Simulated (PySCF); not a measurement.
Sn(H)(NMe2) (C₂H₇NSn), SMILES C[N](C)[SnH] (connectivity only; charge and spin as stated), neutral, multiplicity 1.

The structure is a stationary point at B3LYP-D3(BJ)/def2-SVP. The structure was generated by enumeration; whether it is a known compound was not checked. The def2 effective core potentials stand for the cores of Sn; spin–orbit coupling is left out.

Computed with TDDFT-PBE0/def2-SVPD run with PySCF.

Vertical excitations. Isolated molecule, no solvent. State labels are in the subgroup Cs.

Computed UV-visible absorptions:
| state | symmetry | energy (eV) | λ (nm) | f | main pairs |
|---|---|---|---|---|---|
| S1 | A" | 3.27 | 379 | 0.021 | HOMO−1→LUMO 99 % |
| S2 | A' | 3.82 | 325 | 0.127 | HOMO→LUMO 98 % |
| S3 | A" | 5.11 | 243 | 0.004 | HOMO→LUMO+1 95 % |
| S4 | A" | 5.25 | 236 | 0.008 | HOMO−2→LUMO 94 % |
| S5 | A' | 5.53 | 224 | 0.146 | HOMO−1→LUMO+1 91 % |
| S6 | A" | 5.90 | 210 | 0.000 | HOMO→LUMO+2 97 % |
| S7 | A' | 5.95 | 208 | 0.192 | HOMO−1→LUMO+2 96 % |
| S8 | A" | 6.45 | 192 | 0.000 | HOMO→LUMO+3 93 % |
| S9 | A' | 6.91 | 179 | 0.156 | HOMO−1→LUMO+3 88 % |
| S10 | A" | 6.93 | 179 | 0.070 | HOMO→LUMO+4 94 % |
| T1 | A" | 2.35 | 528 | 0 | HOMO−1→LUMO 99 % |
| T2 | A' | 2.38 | 522 | 0 | HOMO→LUMO 98 % |
| T3 | A' | 4.37 | 283 | 0 | HOMO−1→LUMO+1 94 % |
| T4 | A" | 4.72 | 263 | 0 | HOMO−2→LUMO 51 %, HOMO→LUMO+1 44 % |
Triplets are in the Tamm–Dancoff approximation, which puts them higher than full response would, so one can lie above its singlet here.
